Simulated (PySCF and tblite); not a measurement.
The numbers below are computed, except where a source is named.
C5H9NO, numbered as in [CH2:1]=[CH:2][C:3](=[O:4])[N:5]([CH3:6])[CH3:7].

Free energies: PBE0-D3(BJ)/pcSseg-1 (IEF-PCM, chloroform) on GFN2-xTB structures plus GFN2-xTB thermal terms, symmetry and mirror images included. Conformers within 3 kcal/mol (GFN2-xTB free energy) were kept, 10 at most. Couplings: B3LYP/6-31G* with pcJ-1 on H (gas phase; spin-dipole term only for pairs with B, N, F, Si or P). Couplings are for ¹H. H–H couplings come out 0.1 to 0.9 Hz lower than with pcJ-1 on all atoms. Of two unlike H on one atom, a is the less shielded (PBE0/pcSseg-1 (IEF-PCM, chloroform)). Programs: PySCF with density fitting and tblite.

Torsions listed: C1–C2–C3–O4, O4–C3–N5–C6. Of a mirror pair one member is shown.

```tsv
conformer	shape	weight %
1	28°, -175°	92.6
2	115°, -3°	7.4
```

**Question.** Give the couplings in each conformer and the averages at 298.15 K (pairs that fast motion interchanges averaged).

**Answer.** 
| coupling | pairs | 1 | 2 | average (Hz) |
| --- | --- | --- | --- | --- |
| ²J(H1a,H1b) | 1 | 0.6 | -0.1 | 0.6 |
| ³J(H1a,H2) | 1 | 16.7 | 18.3 | 16.8 |
| ³J(H1b,H2) | 1 | 11.7 | 13.3 | 11.8 |
| ²J(H6,H6) | 6 | -13.5 | -13.5 | -13.5 |

Rotation about the C–N or B–N bond may be slow on the NMR time scale, and the averages treat it as fast.
